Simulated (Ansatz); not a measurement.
Relaxation of F$_{4}$H$_{5}$NPTa (12 atoms, charge 0, multiplicity 1), to a largest force component of 0.03 eV/Å in at most 50 steps.

Method: RHF/def2-SVP (Ansatz 0.2.0).

```xyz
12
Properties=species:S:1:pos:R:3
Ta 0.037 0.302 0.028
N 2.108 0.307 0.021
H 2.671 0.549 0.817
H 2.651 0.130 -0.803
F 0.143 0.701 1.858
F 0.171 -0.196 -1.780
F -0.801 1.906 -0.378
F -1.067 -1.163 0.353
P 1.226 -2.915 1.505
H 0.732 -3.551 0.348
H 2.447 -3.624 1.548
H 1.770 -1.799 0.820
```

Where does it end, and by what steps?

The forces met the threshold. The force dipped under the threshold on the way, but the program's further checks kept it going. After 18 steps the energy has fallen by 0.515 eV; H11 moved furthest, 1.10 Å.

```json
{"step": "0", "energy less start (eV)": "0.0000", "largest force component (eV/Å)": "2.566", "accepted": "yes"}
{"step": "1", "energy less start (eV)": "-0.3054", "largest force component (eV/Å)": "1.491", "accepted": "yes"}
{"step": "2", "energy less start (eV)": "-0.4232", "largest force component (eV/Å)": "0.345", "accepted": "yes"}
{"step": "3", "energy less start (eV)": "-0.4769", "largest force component (eV/Å)": "0.478", "accepted": "yes"}
{"step": "4", "energy less start (eV)": "-0.5000", "largest force component (eV/Å)": "0.431", "accepted": "yes"}
{"step": "5", "energy less start (eV)": "-0.5005", "largest force component (eV/Å)": "0.266", "accepted": "yes"}
{"step": "6", "energy less start (eV)": "-0.5086", "largest force component (eV/Å)": "0.076", "accepted": "yes"}
{"step": "7", "energy less start (eV)": "-0.5106", "largest force component (eV/Å)": "0.023", "accepted": "yes"}
{"step": "8", "energy less start (eV)": "-0.5106", "largest force component (eV/Å)": "0.186", "accepted": "no"}
{"step": "9", "energy less start (eV)": "-0.5118", "largest force component (eV/Å)": "0.048", "accepted": "yes"}
{"step": "10", "energy less start (eV)": "-0.5121", "largest force component (eV/Å)": "0.116", "accepted": "yes"}
{"step": "11", "energy less start (eV)": "-0.5129", "largest force component (eV/Å)": "0.085", "accepted": "yes"}
{"step": "12", "energy less start (eV)": "-0.5133", "largest force component (eV/Å)": "0.046", "accepted": "yes"}
{"step": "13", "energy less start (eV)": "-0.5140", "largest force component (eV/Å)": "0.017", "accepted": "yes"}
{"step": "14", "energy less start (eV)": "-0.5134", "largest force component (eV/Å)": "0.097", "accepted": "no"}
{"step": "15", "energy less start (eV)": "-0.5143", "largest force component (eV/Å)": "0.031", "accepted": "yes"}
{"step": "16", "energy less start (eV)": "-0.5145", "largest force component (eV/Å)": "0.031", "accepted": "yes"}
{"step": "17", "energy less start (eV)": "-0.5146", "largest force component (eV/Å)": "0.024", "accepted": "yes"}
{"step": "18", "energy less start (eV)": "-0.5148", "largest force component (eV/Å)": "0.005", "accepted": "yes"}
```

```xyz
12
Properties=species:S:1:pos:R:3
Ta 0.037 0.637 -0.098
N 1.967 0.871 -0.062
H 2.471 1.229 0.730
H 2.570 0.651 -0.835
F -0.019 1.297 1.665
F 0.207 -0.015 -1.858
F -1.010 2.064 -0.697
F -0.651 -1.007 0.468
P 1.463 -3.737 1.781
H 0.543 -3.975 0.739
H 2.398 -4.710 1.362
H 2.111 -2.657 1.139
```

Whether the end is a true minimum wasn't checked by a vibrational analysis.

Run time: 29 s on 4 threads of Arm Neoverse V2, on a shared host, peak memory 0.42 GiB.
